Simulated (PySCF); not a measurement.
Vertical excitations of a molecule C4H8Si from TDDFT-PBE/def2-SVPD in PySCF, as energy in eV (oscillator strength): 5.98 (0.001), 6.13 (0.002), 6.15 (0.014), 6.84 (0.102), 6.91 (0.023), 7.09 (0.006), 7.19 (0.150), 7.25 (0.064), 7.31 (0.032), 7.55 (0.011). Lowest triplet (TDA): 4.94 eV. Geometry: B3LYP-D3(BJ)/def2-SVP. One conformer was computed; it need not be the lowest.

Identify the compound among the candidates.
(A) C=C=CC[SiH3]
(B) C#C[SiH](C)C
(C) C=CC(=C)[SiH3]
(D) C#CC[SiH2]C

B, C#C[SiH](C)C
